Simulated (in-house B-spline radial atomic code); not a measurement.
**OEP/ALDAx excitations of Se³⁰⁺**

Method: OEP/ALDAx. Computed with an all-electron radial atomic-structure program (B-spline basis): linear response of the closed shell [He] 2s2 with the adiabatic LDA exchange kernel on the exchange-only optimised effective potential; non-relativistic, point nucleus, no spin-orbit coupling, no double excitations, S, P, D and F terms only.

Without relativity these are model numbers for so heavy an element.

Command:
```bash
python run_td.py task.json out
```
Settings (radii: box in bohr, nucleus in fm):
```
Z                        34
electrons                4
configuration            [He] 2s2
hamiltonian              nr
method                   oep
box_radius               4.05
intervals                66
```

Cost of the run: 0.1 s on 1 thread of Intel(R) Xeon(R) Platinum 8488C (Sapphire Rapids) (shared host).

The lowest states, in the order of their Tamm-Dancoff energies; the method's threshold (minus the highest occupied level) is 3437.49 eV. Labels give the largest channel, * marks a mixed state, and oscillator strengths are full-response dipole values. Semilocal kernels can invert the small singlet-triplet splittings of Rydberg terms. Energies in eV:

```csv
state,full response,Tamm-Dancoff,oscillator strength
2s → 2p 3P,50.07,54.60,-
2s → 2p 1P,102.64,107.26,0.0981
2s → 3s 3S,1931.58,1931.60,-
2s → 3s 1S,1944.39,1944.43,-
2s → 3p 3P,1953.96,1953.98,-
2s → 3p 1P,1958.70,1958.71,0.769
2s → 3d 3D,1966.58,1966.63,-
2s → 3d 1D,?,?,-
2s → 4s 3S,2598.89,2598.90,-
2s → 4s 1S,2602.98,2602.99,-
2s → 4p 3P,?,?,-
2s → 4p 1P,2609.88,2609.88,0.19
2s → 4d 3D,2613.87,2613.88,-
2s → 4f 3F,2617.11,2617.11,-
2s → 4d 1D,2617.46,2617.46,-
2s → 4f 1F,2617.95,2617.95,-
2s → 5s 3S,2903.72,2903.72,-
2s → 5s 1S,2905.59,2905.60,-
2s → 5p 3P,2908.47,2908.47,-
2s → 5p 1P,2909.24,2909.24,0.0787
2s → 5d 3D,2911.35,2911.36,-
2s → 5f 3F,2912.91,2912.91,-
```

(1) Where does 2s → 4p 3P lie?

(2) Where does 2s → 3d 1D lie?

(3) How large is the singlet-triplet splitting of 2s → 2p (P terms) in Tamm-Dancoff?

(4) What polarisabilities and dispersion coefficient does the method give?

Answers

(1) At 2608.25 eV in full response, 2608.26 eV in Tamm-Dancoff.

(2) At 1978.50 eV in full response, 1978.51 eV in Tamm-Dancoff.

(3) 52.7 eV, from the unrounded values.

(4) Dipole 0.007107 bohr³, quadrupole 2.821e-05 bohr⁵, C6 0.0001532 hartree·bohr⁶ for two such species.
